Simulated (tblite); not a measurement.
Species: C₅H₉NO₂Si.
SMILES with atom numbers: `[CH2:1]=[N:2][C:3](=[CH2:4])[O:5][SiH2:6][C:7]([CH3:8])=[O:9]` (hydrogens: H10, H11 on C1; H12, H13 on C4; H14, H15 on Si6; H16, H17, H18 on C8)

Structure used (GFN2-xTB), in Å, numbered top down from 1:
```
atom  x, y, z in Å
C1    -1.2613    1.6324   -0.4000
N2    -0.8782    0.4730   -0.6971
C3    -1.5496   -0.6797   -0.3067
C4    -2.8733   -0.8331   -0.3121
O5    -0.7179   -1.6970   -0.0164
Si6    0.9119   -1.5882   -0.1079
C7     1.4886    0.0394    0.7594
C8     2.5311    0.8843    0.0777
O9     0.9928    0.3628    1.8162
H10   -2.1274    1.8540    0.2239
H11   -0.6898    2.4691   -0.7755
H12   -3.3121   -1.7872   -0.0904
H13   -3.5274   -0.0211   -0.5677
H14    1.3676   -1.5574   -1.4968
H15    1.2780   -2.7692    0.6571
H16    2.1819    1.1350   -0.9212
H17    2.7344    1.7913    0.6429
H18    3.4420    0.2979   -0.0237
```

All values are computed: GFN2-xTB (tblite) harmonic vibrations without scaling, gas phase. The method is semi-empirical: single wavenumbers can be off by several per cent or more. Modes of hydrogen on silicon can be 10 to 20 % off. One conformer, not necessarily the lowest.

Harmonic wavenumbers (cm⁻¹): 26.5, 48.8, 70.0, 105.3, 135.3, 144.1, 175.7, 252.3, 274.9, 364.1, 386.9, 418.6, 459.8, 536.3, 583.5, 619.5, 637.8, 679.1, 719.9, 747.0, 750.3, 785.8, 826.2, 905.7, 949.1, 968.5, 972.4, 1019.8, 1136.2, 1146.5, 1243.5, 1353.2, 1367.1, 1414.4, 1450.4, 1453.5, 1653.5, 1720.0, 1728.8, 2266.3, 2347.2, 2941.7, 3023.1, 3029.3, 3038.0, 3070.6, 3136.9, 3175.3.

A = 2074, B = 1139, C = 881.0 MHz; mass 143.040 u (most abundant isotopes); point group C1, symmetry number 1.

Question: What is the zero-point energy?

Answer: Half the sum of the wavenumbers: 28129 cm⁻¹ = 80.43 kcal/mol.

Question: Entropy at 200 K, 1 bar (ideal gas, RRHO, classical rotation)?

Answer: Translation 38.83, rotation 28.24, vibration 25.92: S = 93.0 cal/(mol K).

Question: And Cp and H(200 K) − H(0)?

Answer: Cp = 32.50 cal/(mol K), of which vibrations give 24.56 (their classical limit is 48 R = 95.4); H(200 K) − H(0) = 4.22 kcal/mol without the zero-point energy, 2.63 from vibrations.

Question: Which modes carry the vibrational entropy at 200 K?

Answer: 26.5 cm⁻¹: 5.28; 48.8 cm⁻¹: 4.08; 70.0 cm⁻¹: 3.37; 105.3 cm⁻¹: 2.59; 135.3 cm⁻¹: 2.12; 144.1 cm⁻¹: 2.00 cal/(mol K); the other 42 give 6.48 together.

Question: What must be added to the electronic energy to get the Gibbs energy at 200 K and 1 bar?

Answer: ZPE + [H(200 K) − H(0)] − T·S = 80.43 + 4.22 − 18.60 = 66.05 kcal/mol.

Question: Blend soft modes into free rotors: weight 1/[1 + (100 cm⁻¹/ν̃)⁴] for the oscillator and the rest for a rotor with moment μB/(μ + B), μ = h/(8π²ν), B = 10⁻⁴⁴ kg m². What vibrational entropy results?

Answer: 23.11 cal/(mol K) in place of 25.92, which changes −T·S at 200 K by +0.56 kcal/mol.

Hindered rotation and anharmonicity are outside this model. Other conformers, if any are populated, would add a mixing term that is left out. The structure is chiral; the term R ln 2 for an equal mix with its mirror image is left out.
